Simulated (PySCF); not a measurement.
Computed shifts of a molecule C6H17NSi, PBE0/pcSseg-1 run with PySCF, GIAO, gas phase, atoms alike by connectivity averaged where their shifts nearly agree, in ppm (number of nuclei): ²⁹Si: -44.2 (1). ¹⁵N: 52.6 (1). ¹³C: 56.8 (1), 54.8 (1), 29.9 (1), 29.5 (1), 29.0 (1), 27.5 (1). ¹H: 5.00 (3), 3.52 (1), 3.33 (1), 1.60 (3), 1.58 (3), 1.54 (3), 1.48 (3). References: ²⁹Si against TMS (σ = 352.7 ppm); ¹⁵N against NH3 (σ = 267.4 ppm); ¹³C against TMS (σ = 186.3 ppm); ¹H against TMS (σ = 31.56 ppm), references at their B3LYP-D3(BJ)/def2-TZVP geometries, non-relativistic. Coordinates come from a r2SCAN-D4/def2-SVP optimisation. One conformer was computed; it need not be the lowest.

**Question.** Which molecule gave these data?
(A) CC[C@@](C)(NC)[SiH2]C
(B) CC[Si](N)(CC)CC
(C) CCN[SiH2][C@@H](C)CC
(D) CC(C)N([SiH3])C(C)C

**Answer.** D, CC(C)N([SiH3])C(C)C
